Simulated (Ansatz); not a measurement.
C2H3InNO (`[CH3][In][N]=C=O`) radical, relaxed with UKS PBE0-D4/def2-TZVP in Ansatz from a GFN2-xTB geometry. The force threshold is 0.005 eV/Å; the program also tests the step.

Total charge 0; spin multiplicity 2. In takes the def2 core potential.

Start:

```xyz
8

C    -0.434   -1.859   -0.166
In    1.336   -0.231   -0.620
N     0.459    1.582    0.098
C     0.361    2.737    0.366
O     0.212    3.859    0.646
H    -0.063   -2.841   -0.427
H    -0.620   -1.726    0.891
H    -1.251   -1.521   -0.788
```

Q: By how much does the energy fall, and how many steps does the optimiser take? (An estimate is asked.)

A: Computed: 19.16 kJ/mol, in 12 steps, 1 of them rejected.

Q: Which bonds change most? (An estimate is asked.)

A: Ansatz gave: C1–In2 from 2.447 to 2.204 Å; In2–N3 from 2.138 to 2.084 Å; N3–C4 from 1.189 to 1.202 Å; C1–H7 from 1.082 to 1.090 Å.

Q: Give the relaxed structure. (Estimate.)

A: Ansatz gave: 
```xyz
8

C    -0.355   -1.849   -0.196
In    1.025   -0.149   -0.447
N     0.117    1.596    0.242
C     0.373    2.765    0.358
O     0.576    3.912    0.491
H     0.113   -2.776   -0.516
H    -0.613   -1.878    0.863
H    -1.235   -1.619   -0.797
```
